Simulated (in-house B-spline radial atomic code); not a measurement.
**RPA and G0W0 on HSE06: Mn VIII (Mn7+)**

Configuration [Ne] 3s2 3p6, mean-field start HSE06. Computed with a B-spline radial code for spherical atoms: all electrons, scalar-relativistic (spin-free one-electron X2C), finite nucleus, each spin shell either full or empty, empty states to l = 9 with an (l + 1/2)⁻⁴ tail; G0W0 by contour deformation at full frequency.

Command:
```bash
python run_gw.py task.json out
```
Settings (radii: box in bohr, nucleus in fm):
```
Z                        25
electrons                18
configuration            [Ne] 3s2 3p6
hamiltonian              x2c
method                   hse06
lmax                     9
rms_radius               3.7057
spin_polarised           False
box_radius               8.41
intervals                67
```

Time taken, with all properties: 2.2 s on 1 thread of Arm Neoverse N1, on a shared host.

Energies (hartree):

| term | value |
| --- | --- |
| mean-field total | -1143.80395 |
| Hartree-Fock functional on these orbitals | -1143.14826 |
| direct second order | -1.3959 |
| second-order exchange | 0.46603 |
| SOSEX correction | 0.42908 |

Question: What is the RPA correlation energy, and what remains with SOSEX?

Answer: RPA gives -1.2355 hartree (-1.87 eV per electron); RPA + SOSEX gives -0.8064, and the second-order doubles -0.92988 hartree (no singles). SOSEX takes back 35 % of the RPA value.

Quasi-particle levels (eV):

```
level  occupied  mean field  Σx - vxc     Σc  QP weight     G0W0
   3p       yes     -186.08     -9.60      ?          ?        ?
   2p       yes     -788.86    -36.83  10.41      0.868  -815.29
   3d        no     -128.95     12.42  -3.22      0.974  -119.74
```

G0W0 = mean field + (Σx - vxc) + Σc, with Σc (partial-wave tail included) taken at the quasi-particle energy. Only the outer levels were computed. Levels of low weight are left out.

Question: Where does G0W0 put 3p?

Answer: At -196.11 eV, with Σc = -0.43 eV and a quasi-particle weight of 0.963. The tabulated removal energy is 195.5 ± 0.3 eV (NIST, semi-empirical); the calculation leaves out spin-orbit coupling, Breit and QED terms, and what these don't explain is the method's own error.
